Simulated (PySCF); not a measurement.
Spin-rotation constants: SMILES c1cc(NNC)ccc1, C$_{7}$H$_{10}$N$_{2}$

Cartesian coordinates in Å; atom numbers follow the order of the lines, from 1:
```xyz
19

C     2.918   -0.555    0.360
N     2.177   -0.056   -0.789
N     1.160    0.838   -0.416
C    -0.148    0.465   -0.200
C    -0.525   -0.862    0.013
C    -1.846   -1.183    0.260
C    -2.816   -0.198    0.304
C    -2.451    1.123    0.094
C    -1.137    1.454   -0.158
H     3.393    0.295    0.848
H     3.690   -1.230   -0.004
H     2.299   -1.078    1.097
H     1.786   -0.832   -1.324
H     1.300    1.765   -0.795
H     0.212   -1.653   -0.013
H    -2.117   -2.217    0.420
H    -3.847   -0.454    0.496
H    -3.201    1.901    0.122
H    -0.855    2.485   -0.323
```

Theory: GIAO B3LYP/pcSseg-1 magnetisability, rotational g tensor and spin-rotation constants, non-relativistic, gas phase (PySCF 2.14.0). Geometry: GFN2-xTB.

(1) Give the nuclear spin-rotation constants along the inertial axes (H = +C I·J) beside the isotropic shieldings.

Answers

(1) Rotational constants 4.1805, 1.0217, 0.8580 GHz. A star marks the isotopologue with that one atom substituted, in its own axes.
```csv
atom,isotope,Caa (kHz),Cbb (kHz),Ccc (kHz),mean (kHz),σ (ppm)
N2,14N,0.282,0.070,0.057,0.136,172.6
N3,14N,0.327,0.096,0.074,0.165,130.5
H10,1H,-0.362,-0.038,-0.040,-0.146,29.0
H11,1H,-0.069,-0.077,-0.073,-0.073,29.3
H12,1H,-0.203,-0.048,-0.056,-0.102,28.6
H13,1H,-0.415,-0.062,-0.031,-0.169,29.2
H14,1H,-0.458,0.060,-0.090,-0.163,26.7
H15,1H,0.025,-0.006,-0.092,-0.025,25.4
H16,1H,-0.397,0.108,-0.086,-0.125,24.5
H17,1H,0.364,-0.084,-0.088,0.064,25.1
H18,1H,0.070,-0.009,-0.085,-0.008,24.5
H19,1H,-0.411,0.101,-0.092,-0.134,25.4
C1,13C*,0.792,0.198,0.144,0.378,140.0
C4,13C*,2.096,0.424,0.136,0.885,27.3
C5,13C*,1.557,0.393,0.094,0.681,72.7
C6,13C*,1.518,0.513,0.102,0.711,45.9
C7,13C*,1.929,0.352,0.101,0.794,59.5
```
For the geometry as given, no vibrational averaging.
